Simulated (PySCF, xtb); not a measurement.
C3H8N2Si, SMILES C[Si@]1(N)C=NC1.

Geometry: PBE0-D3(BJ)/def2-SVP. The structure was generated by enumeration; whether it is a known compound was not checked. Other conformers were not sampled.

These are IEF-PCM-B3LYP/def2-SVP run with PySCF 2.14.0 values and carry that method's errors.

The values are the electrostatic part of the solvation free energy, E(continuum) − E(gas) at the gas-phase geometry, in a cavity of scaled van der Waals radii (PySCF's table); cavitation and dispersion terms are not included. In vacuum the orbital gap is 5.62 eV. The dipole moment in vacuum is 3.23 D.

```tsv
solvent	ε	ΔG(elec) (kcal/mol)	dipole (D)	gap (eV)
water	78.36	-6.0	4.15	5.70
dichloromethane	8.93	-5.1	4.00	5.69
acetone	20.49	-5.7	4.09	5.70
```

For comparison, GFN2-xTB/ALPB(water) (xtb, at the GFN2-xTB geometry, all terms of that model) gives -6.2 kcal/mol.
